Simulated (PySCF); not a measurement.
An equivalent PySCF input for Sn³⁺ (tin, charge +3), [Kr] 4d10 5s1, 2S determinant, with the spin-free X2C one-electron Hamiltonian (Gaussian nucleus):

```python
from pyscf import gto, scf, dft, mp, cc
import basis_set_exchange as bse
mol = gto.M(atom="Sn 0 0 0", charge=3, spin=1, symmetry="D2h",
            basis=gto.basis.parse(bse.get_basis("x2c-SVPall", elements=["Sn"], fmt="nwchem", header=False)),
            nucmod="G")
mf = dft.UKS(mol, xc="M062X").sfx2c1e()
mf.irrep_nelec = {'Ag': (9, 8), 'B1g': (2, 2), 'B2g': (2, 2), 'B3g': (2, 2), 'B1u': (3, 3), 'B2u': (3, 3), 'B3u': (3, 3)}
mf.kernel()
```

It reaches the same state as the run whose output follows, with an energy that differs only through the grid. The run itself started from symmetry-adapted Hartree-Fock orbitals and held the occupation by maximum overlap, on a logarithmic radial grid, so the iterations belong to that start.

```
SCF conv_tol = 1e-09
number electrons alpha = 24  beta = 23
XC functionals = M062X
    Y. Zhao and D. G. Truhlar.,  Theor. Chem. Acc. 120, 215 (2008)
    Y. Zhao and D. G. Truhlar.,  Theor. Chem. Acc. 120, 215 (2008)
cycle= 1 E= -6174.42436172812  delta_E= -0.00146  |g|= 0.00596  |ddm|= 0.103
cycle= 2 E= -6174.42437919639  delta_E= -1.75e-05  |g|= 0.000734  |ddm|= 0.019
cycle= 3 E= -6174.42437946756  delta_E= -2.71e-07  |g|= 0.000134  |ddm|= 0.00195
cycle= 4 E= -6174.4243794744  delta_E= -6.84e-09  |g|= 8.96e-06  |ddm|= 0.00037
cycle= 5 E= -6174.42437947442  delta_E= -2.55e-11  |g|= 3.29e-07  |ddm|= 2.28e-05
converged SCF energy = -6174.42437947442  <S^2> = 0.75002504  2S+1 = 2.000025
```
